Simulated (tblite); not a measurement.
C4H8OSeSi2.
Atom-mapped SMILES: `[CH:1]#[C:2][Si@@:3]1([SeH:4])[CH2:5][CH2:6][SiH2:7][O:8]1` (hydrogens: H9 on C1; H10 on Se4; H11, H12 on C5; H13, H14 on C6; H15, H16 on Si7)

Computed with GFN2-xTB (tblite), gas phase: L-BFGS steps from a force-field or distance-geometry start until the largest atomic force falls under 0.01 eV/Å.

Step 126: E = -636.0600 eV
```
atom  x, y, z in Å  |  force x, y, z in eV/Å
C1      3.2549    1.2248    0.8579    0.007  -0.018   0.004
C2      2.0856    0.9726    0.7436   -0.005   0.045  -0.004
Si3     0.2592    0.7325    0.5729    0.004  -0.019   0.005
Se4    -0.8832    2.2659    1.8344   -0.052  -0.084   0.020
C5     -0.2856    0.5208   -1.2470    0.011   0.006   0.001
C6     -1.1891   -0.7187   -1.3233   -0.004  -0.007   0.002
Si7    -0.7585   -1.8640    0.1406   -0.007  -0.012   0.005
O8     -0.1344   -0.7416    1.1621   -0.007  -0.003   0.000
H9      4.2855    1.4126    0.9571    0.005   0.000   0.005
H10    -1.5450    1.2772    2.6410    0.046   0.062  -0.036
H11     0.6130    0.3555   -1.8424   -0.001   0.010  -0.019
H12    -0.7837    1.3941   -1.6667    0.012   0.017   0.009
H13    -2.2321   -0.4073   -1.2336   -0.005   0.008   0.004
H14    -1.0968   -1.1962   -2.2982   -0.007  -0.010  -0.003
H15    -1.9102   -2.4112    0.8435    0.004   0.005   0.006
H16     0.3128   -2.8081   -0.1535   -0.001   0.001   0.004
```

Step 127: E = -636.0608 eV
```
atom  x, y, z in Å  |  force x, y, z in eV/Å
C1      3.2540    1.2286    0.8597    0.002  -0.015   0.002
C2      2.0847    0.9767    0.7435   -0.001   0.038  -0.001
Si3     0.2593    0.7313    0.5716    0.005  -0.019   0.005
Se4    -0.8878    2.2622    1.8324   -0.031  -0.053  -0.006
C5     -0.2837    0.5189   -1.2485    0.007   0.008   0.002
C6     -1.1896   -0.7190   -1.3252   -0.001  -0.005   0.005
Si7    -0.7622   -1.8643    0.1401   -0.001  -0.011   0.007
O8     -0.1330   -0.7432    1.1602   -0.009  -0.005   0.000
H9      4.2841    1.4184    0.9597    0.008   0.000   0.005
H10    -1.5318    1.2745    2.6494    0.026   0.031  -0.013
H11     0.6147    0.3524   -1.8439   -0.002   0.010  -0.015
H12    -0.7795    1.3940   -1.6670    0.006   0.014   0.001
H13    -2.2322   -0.4060   -1.2369   -0.006   0.011   0.006
H14    -1.0974   -1.1972   -2.2998   -0.005  -0.010  -0.001
H15    -1.9142   -2.4073    0.8462    0.006   0.007   0.000
H16     0.3071   -2.8111   -0.1530   -0.004   0.000   0.003
```

Task: Estimate the geometry and energy of step 128. (The exact step hangs on the optimiser's Hessian estimate; all steps are aligned on step 127, rigid shifts and turns removed.)

Result: E = -636.0625 eV, largest force 0.059 eV/Å
```
atom  x, y, z in Å  |  force x, y, z in eV/Å
C1      3.2480    1.2418    0.8681   -0.014  -0.010  -0.002
C2      2.0793    0.9917    0.7424    0.018   0.017   0.007
Si3     0.2569    0.7296    0.5641    0.006  -0.016   0.008
Se4    -0.9090    2.2506    1.8203   -0.027  -0.052  -0.009
C5     -0.2789    0.5129   -1.2565   -0.005   0.013   0.004
C6     -1.1903   -0.7218   -1.3346    0.004   0.002   0.013
Si7    -0.7761   -1.8638    0.1386    0.015  -0.006   0.012
O8     -0.1305   -0.7456    1.1527   -0.011  -0.011   0.001
H9      4.2766    1.4362    0.9740    0.012   0.000   0.006
H10    -1.4644    1.2610    2.6971    0.019   0.032  -0.013
H11     0.6200    0.3436   -1.8507   -0.006   0.008  -0.005
H12    -0.7684    1.3926   -1.6724   -0.010   0.004  -0.023
H13    -2.2324   -0.4051   -1.2547   -0.002   0.017   0.010
H14    -1.0943   -1.2035   -2.3075    0.001  -0.010   0.009
H15    -1.9308   -2.3903    0.8545    0.016   0.012  -0.018
H16     0.2867   -2.8209   -0.1469   -0.015  -0.001   0.000
```

The energy changes by -0.0017 eV. The first-order estimate −F·Δx gives -0.0025 eV and the mean of the old and new forces, exact on a quadratic surface, -0.0017 eV. The step makes an angle of 76° with the force vector and moves no atom by more than 0.084 Å.

What follows is the cost of the whole relaxation. Hardware: Arm Neoverse N1, one thread, shared host with 64 logical CPUs at a one-minute load of 52. Cost: 2.7 s.
